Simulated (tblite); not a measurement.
Compound: C5H9BO2.
Atom-mapped SMILES: `[CH3:1][C@@H:2]1[CH2:3]/[C:4]1=[CH:5]/[B:6]([OH:7])[OH:8]` (hydrogens: H9, H10, H11 on C1; H12 on C2; H13, H14 on C3; H15 on C5; H16 on O7; H17 on O8)

Geometry (GFN2-xTB, Å), atoms numbered from 1 in this order:
```xyz
17
C5H9BO2 angstrom
C     -1.673   -0.797   -1.138
C     -1.160   -0.797    0.282
C     -1.655    0.239    1.278
C     -0.290    0.284    0.744
C      0.880    0.888    0.681
B      2.078    0.402   -0.209
O      1.936   -0.681   -1.004
O      3.288    1.039   -0.217
H     -2.588   -1.383   -1.217
H     -1.880    0.219   -1.466
H     -0.923   -1.225   -1.799
H     -0.959   -1.789    0.671
H     -2.363    0.982    0.935
H     -1.807   -0.057    2.306
H      1.017    1.779    1.291
H      2.729   -0.891   -1.500
H      3.362    1.802    0.352
```

Method: GFN2-xTB as coded in tblite; computed harmonic values from a numerical Hessian at the method's own geometry, unscaled. The method is semi-empirical: single wavenumbers can be off by several per cent or more. One conformer, not necessarily the lowest.

Harmonic wavenumbers (cm⁻¹): 36.6, 79.1, 121.6, 161.7, 183.3, 296.8, 346.5, 362.9, 434.5, 499.9, 535.8, 553.2, 622.1, 763.5, 801.5, 838.9, 859.6, 907.5, 955.5, 956.2, 960.0, 1030.2, 1044.7, 1068.1, 1114.8, 1144.8, 1184.9, 1205.8, 1288.3, 1297.1, 1359.2, 1404.5, 1432.2, 1488.8, 1495.1, 1855.8, 2975.4, 3010.8, 3022.8, 3035.1, 3039.1, 3063.5, 3067.8, 3613.7, 3658.8.

A = 3982, B = 1188, C = 969.5 MHz; mass 112.070 u (most abundant isotopes); point group C1, symmetry number 1.

Q: Zero-point energy?

A: Half the sum of the wavenumbers: 29589 cm⁻¹ = 353.96 kJ/mol.

Q: What is S at 200 K and 1 bar for an ideal gas of classical rigid rotors and harmonic oscillators?

A: Translation 159.41, rotation 114.85, vibration 70.71: S = 345.0 J/(mol K).

Q: And Cp and H(200 K) − H(0)?

A: Cp = 108.63 J/(mol K), of which vibrations give 75.37 (their classical limit is 45 R = 374.2); H(200 K) − H(0) = 14.22 kJ/mol without the zero-point energy, 7.56 from vibrations.

Q: Which modes carry the vibrational entropy at 200 K?

A: 36.6 cm⁻¹: 19.43; 79.1 cm⁻¹: 13.11; 121.6 cm⁻¹: 9.69; 161.7 cm⁻¹: 7.51; 183.3 cm⁻¹: 6.59; 296.8 cm⁻¹: 3.43 J/(mol K); the other 39 give 10.94 together.

Q: Blend soft modes into free rotors: weight 1/[1 + (100 cm⁻¹/ν̃)⁴] for the oscillator and the rest for a rotor with moment μB/(μ + B), μ = h/(8π²ν), B = 10⁻⁴⁴ kg m². What vibrational entropy results?

A: 64.70 J/(mol K) in place of 70.71, which changes −T·S at 200 K by +1.20 kJ/mol.

Q: What must be added to the electronic energy to get the Gibbs energy at 200 K and 1 bar?

A: ZPE + [H(200 K) − H(0)] − T·S = 353.96 + 14.22 − 68.99 = 299.19 kJ/mol.

Hindered rotation and anharmonicity are outside this model. Other conformers, if any are populated, would add a mixing term that is left out. The structure is chiral; the term R ln 2 for an equal mix with its mirror image is left out.

The run took 0.84 s of wall time on one thread of an Arm Neoverse N1, shared host with 64 logical CPUs at a one-minute load of 61. This covers the Hessian and the dipole derivatives.
